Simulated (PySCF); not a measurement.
Compound: C₃H₆Si (triplet state).
Numbering: `[CH2:1]=[CH:2][Si:3][CH3:4]` (hydrogens: H5, H6 on C1; H7 on C2; H8, H9, H10 on C4)

Geometry (PBE0-D3(BJ)/def2-SVP, Å), atoms numbered from 1 in this order:
```xyz
10
C3H6Si angstrom
C     -1.709   -0.320    0.195
C     -1.136    0.907    0.143
Si     0.641    1.219   -0.160
C      1.800   -0.252   -0.416
H     -2.780   -0.438    0.383
H     -1.135   -1.242    0.053
H     -1.776    1.785    0.294
H      2.845    0.086   -0.479
H      1.715   -0.949    0.433
H      1.553   -0.787   -1.346
```

The hyperfine couplings belong to this conformer and change with its torsions.

Method used: PySCF 2.14.0, UKS B3LYP, IGLO-III on C Si, pcH-1 on H, non-relativistic, mean-field spin-orbit, GIAO. Isolated species at its PBE0-D3(BJ)/def2-SVP geometry (one conformer only). This triplet need not be the ground state; the singlet was not compared here. Stability of the SCF solution: not tested.

Principal values of hyperfine tensors in MHz (contact, dipolar and spin–orbit terms together), for some of the nuclei:

| atom | isotope | A1 | A2 | A3 |
| --- | --- | --- | --- | --- |
| Si3 | 29Si | -461.19 | -439.50 | -330.69 |
| C4 | 13C | 29.63 | 30.08 | 45.14 |
| C2 | 13C | 15.09 | 28.83 | 42.75 |
| H10 | 1H | 24.59 | 27.95 | 33.72 |
| C1 | 13C | 12.68 | 15.92 | 52.75 |
| H6 | 1H | -13.48 | -11.00 | -2.91 |
| H7 | 1H | -4.89 | -2.13 | 4.81 |
| H8 | 1H | -3.59 | -2.23 | 7.63 |

Question: Give the isotropic coupling of each nucleus in MHz and in mT (g = 2.0024), and the anisotropic part.

Answer: a_iso = (A1 + A2 + A3)/3, Ti = Ai − a_iso; 1 mT corresponds to 28.025 MHz. The tensors hold a spin–orbit part: the run splits a_iso into a_FC + a_SO, and T includes its anisotropic share.

```
atom  a_iso (MHz)     a_FC   a_SO  a_iso (mT)      T1      T2     T3
 Si3      -410.46  -411.72   1.26     -14.646  -50.73  -29.04  79.77
  C4        34.95    34.94   0.01       1.247   -5.32   -4.87  10.19
  C2        28.89    28.92  -0.03       1.031  -13.80   -0.06  13.86
 H10        28.75    28.75   0.00       1.026   -4.16   -0.80   4.97
  C1        27.12    27.15  -0.03       0.968  -14.44  -11.20  25.64
  H6        -9.13    -9.13   0.00      -0.326   -4.35   -1.87   6.22
  H7        -0.74    -0.72  -0.01      -0.026   -4.15   -1.39   5.55
  H8         0.60     0.60   0.00       0.021   -4.19   -2.83   7.03
```

Question: What spin density at the nucleus of C1 lies behind its contact coupling (g_N = 1.40482)?

Answer: a_FC = 800.24 MHz bohr³ × g_N × ρ(0)/(2S). With a_FC = 27.15 MHz and 2S = 2, ρ(0) = 0.0483 bohr⁻³.

Question: H9 (1H, g_N = 5.58569) isn't in the table. Its spin density at the nucleus is 0.01263 bohr⁻³. What is its contact coupling?

Answer: By the same relation, a_FC = 28.2 MHz. Its full tensor has the principal values 24.15, 27.62, 32.95 MHz.

Question: Which nucleus of the table has the largest anisotropic coupling, and what is its form?

Answer: Si3: -50.7, -29.0, 79.8 MHz (the dipolar term alone has -50.1, -28.8, 78.9), rhombic: the two smaller values differ by 27 % of the largest.

Time: 36 s. Hardware: an x86-64 server with one thread, no GPU (shared host).
